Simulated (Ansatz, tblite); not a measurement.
Forces on the cluster Si4O at its PBE0-D4/def2-SVP geometry. The state is a singlet with charge 0.

The xTB rows come from tblite. The structure comes from a short search, and lower isomers may exist.

GFN2-xTB (tblite), largest force 1.54 eV/Å:

```xyz
5
positions Å, forces eV/Å
O    -0.282   -0.997   -1.484    0.217    0.782    0.644
Si    0.403    1.416    0.709   -0.015   -0.030   -0.223
Si   -0.053   -0.257    2.331    0.133    0.455    0.264
Si    0.150    0.638   -1.763    0.058    0.195   -0.191
Si   -0.218   -0.800    0.207   -0.392   -1.401   -0.493
```

ωB97X-V/def2-TZVP (Ansatz), largest force 0.79 eV/Å:

```
O 0.152 0.585 0.505
Si -0.133 -0.462 0.031
Si 0.019 0.075 -0.370
Si -0.171 -0.676 0.349
Si 0.133 0.478 -0.514
```
